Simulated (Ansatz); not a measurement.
Several settings on one geometry of dimethylphenylsulfonium chloride (C8H11ClS) (that of the charge 0 singlet, r2SCAN-D4/def2-SVP). Ansatz on 4 threads of Arm Neoverse V1 on a shared host; times are rough.

```xyz
21

C     2.086    0.603    1.066
S     1.464   -0.742    0.019
C     1.757   -0.140   -1.666
C    -0.346   -0.288    0.115
C    -1.175   -1.337    0.523
C    -2.554   -1.133    0.642
C    -3.100    0.120    0.352
C    -2.269    1.169   -0.058
C    -0.890    0.969   -0.177
H     1.823    0.328    2.097
H     3.175    0.580    0.922
H     1.613    1.554    0.787
H     2.845   -0.221   -1.798
H     1.223   -0.831   -2.333
H     1.371    0.882   -1.780
H    -0.737   -2.316    0.748
H    -3.200   -1.955    0.961
H    -4.178    0.282    0.444
H    -2.696    2.150   -0.286
H    -0.258    1.803   -0.498
Cl    4.045   -1.476   -0.080
```

Totals from different functionals, basis sets or treatments of relativity can't be compared as stabilities.

The 6-31G sets use Cartesian d functions. B3LYP takes the VWN-RPA correlation. Correlated methods freeze 18 core orbitals.

Problem. Give the basis size and estimate the energy, ⟨S²⟩, dipole and time of these runs.

| run | method | charge | state | further keys |
| --- | --- | --- | --- | --- |
| 1 | RKS r2SCAN50/def2-mTZVPP | 0 | singlet | scf: {lower_state_search: off}; forces asked |
| 2 | RKS B2PLYP/6-31G | 0 | singlet | scf: {omitted_lower_state_checks: [starts]} |
| 3 | RKS rPW86-PBE/6-31++G** | 0 | singlet | fitting: {mean_field: cc-pVTZ-jkfit}; scf: {omitted_lower_state_checks: [starts]}; forces asked |
| 4 | RKS B3LYP/def2-SVPD | 0 | singlet | scf: {omitted_lower_state_checks: [starts]}; forces asked |

Solution. 
```tsv
run	functions	energy (Eh)	⟨S²⟩	dipole (D)	wall time
1	261	-1169.6157	–	10.30	12 s
2	120	-1168.8171	–	–	4.4 s
3	264	-1171.2689	–	9.84	16 s
4	302	-1169.3954	–	10.08	16 s
```
